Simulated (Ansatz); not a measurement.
System: HGeOF, charge 0, singlet. HGeOF (SMILES [OH][Ge][F]).
B3LYP-D3(BJ)/def2-TZVP minimum from Ansatz (an electronic-structure program):
```xyz
4

Ge     0.0917    -0.0482     0.4117
F      0.2695     1.3705    -0.6176
O     -0.5725    -1.0995    -0.8782
H     -0.7799    -1.9972    -0.5923
```

Atomisation energy term by term, kcal/mol (programs: Ansatz). UHF or UKS for unpaired electrons; spin-orbit terms are left out. Correlated methods leave the cores frozen (noble-gas shells, and filled d and f shells in the p block). No relativity. CBS(X,Y): correlation extrapolated as X^-3, Hartree-Fock from the larger set (Q,5: extrapolated as (X+1)exp(-9√X)). A bracket is a step between two methods taken in the basis named. Where a partner has so few electrons that a lower coupled-cluster level is exact, that level stands in.

```tsv
term	basis	kcal/mol
Hartree-Fock	CBS(cc-pVQZ,cc-pV5Z)	219.76
CCSD correlation	CBS(cc-pVQZ,cc-pV5Z)	114.56
(T)	CBS(cc-pVQZ,cc-pV5Z)	9.71
CCSDT(Q) - CCSD(T)	cc-pVTZ	0.25
sum: De		344.3
```

The step beyond CCSD(T) by other levels: CCSDT(Q) in cc-pVDZ 0.98 kcal/mol.
